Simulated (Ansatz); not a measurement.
Total energies of C21H15N3 (relaxed from a model of trityl dicyanamide, whose bonding it doesn't keep) from Ansatz at PBE0-D4/def2-TZVP, gas phase (1 Eh = 27.2114 eV = 2625.5 kJ/mol). The reference geometry is relaxed at PBE-D4/def2-SVP.

Cartesian coordinates in Å:
```
N -0.910 5.858 -1.618
C -1.161 4.816 -1.125
N -1.500 3.709 -0.497
C -1.261 2.494 -0.604
N -1.217 1.287 -0.664
C -0.004 -2.752 -3.375
C -1.172 -1.983 -3.245
C -1.275 -1.022 -2.230
C -0.210 -0.814 -1.334
C -0.364 0.194 -0.181
C -1.089 -0.454 1.019
C -1.137 -1.849 1.185
C -1.752 -2.411 2.316
C -2.331 -1.587 3.291
C -2.291 -0.193 3.130
C -1.674 0.368 2.004
C 1.009 0.767 0.230
C 1.595 0.494 1.477
C 2.856 1.024 1.800
C 3.542 1.832 0.884
C 2.964 2.102 -0.369
C 1.712 1.568 -0.695
C 0.960 -1.583 -1.470
C 1.060 -2.549 -2.483
H 0.078 -3.505 -4.173
H -2.011 -2.131 -3.942
H -2.189 -0.419 -2.127
H -0.691 -2.506 0.425
H -1.781 -3.506 2.428
H -2.817 -2.029 4.174
H -2.744 0.465 3.886
H -1.644 1.463 1.897
H 1.066 -0.136 2.205
H 3.301 0.803 2.783
H 4.525 2.252 1.141
H 3.496 2.731 -1.099
H 1.278 1.767 -1.687
H 1.800 -1.426 -0.778
H 1.982 -3.142 -2.579
```

| state | geometry | energy (Eh) |
| --- | --- | --- |
| charge 0 singlet | reference | -972.69498 |
| charge 1 doublet | reference | -972.37779 |
| charge -1 doublet | reference | -972.70279 |
| charge -1 doublet | relaxed at PBE-D4/def2-SVP | -972.76580 |
| free N atom (quartet) | – | -54.54382 |
| free C atom (triplet) | – | -37.80537 |
| free H atom (doublet) | – | -0.50104 |

Single mean-field runs in def2-TZVP are fitted with def2-universal-jkfit.

Question: Work out the vertical ionisation energy to the doublet.

Answer: E(charge 1 doublet) − E(charge 0 singlet) = -972.37779 − (-972.69498) = 0.31719 Eh = 8.63 eV. For comparison, −ε of the highest occupied level is 7.38 eV at this level, 1.25 eV less.

Question: Work out the vertical electron affinity, to the doublet.

Answer: E(charge 0 singlet) − E(charge -1 doublet) = -972.69498 − (-972.70279) = 0.00781 Eh = 0.21 eV. The basis lacks diffuse functions, which makes affinities too small.

Question: Give the fundamental gap IE − EA, the Mulliken electronegativity (IE + EA)/2 and the hardness (IE − EA)/2.

Answer: From the values in Eh: IE − EA = 0.31719 − 0.00781 = 0.30938 Eh = 8.42 eV; (IE + EA)/2 = 4.42 eV; (IE − EA)/2 = 4.21 eV. The HOMO–LUMO gap of the same run is 6.03 eV, 2.39 eV smaller than the fundamental gap.

Question: How much does the charge -1 doublet relax, and what is the adiabatic electron affinity?

Answer: Relaxation: -972.70279 − (-972.76580) = 0.06301 Eh = 1.71 eV. Adiabatic electron affinity: 0.07082 Eh = 1.93 eV, without zero-point energy. Bonds change on the way (1 lost, 0 formed), so the relaxed form is another species. 

Question: What is the binding energy per atom against free atoms?

Answer: Atoms: 3 × (-54.54382) + 21 × (-37.80537) + 15 × (-0.50104) = -965.05983 Eh. Binding: -965.05983 − (-972.69498) = 7.63515 Eh = 207.76 eV, or 5.33 eV for each of 39 atoms (no zero-point energy, no counterpoise term).

At PBE0-D4/def2-TZVP the highest occupied level of the charge -1 doublet lies above zero (up to 1.00 eV). By energy differences its removal costs 0.21 eV (vertical, to the charge 0 singlet, at PBE0-D4/def2-TZVP); self-interaction error and the lack of diffuse functions both raise the level.
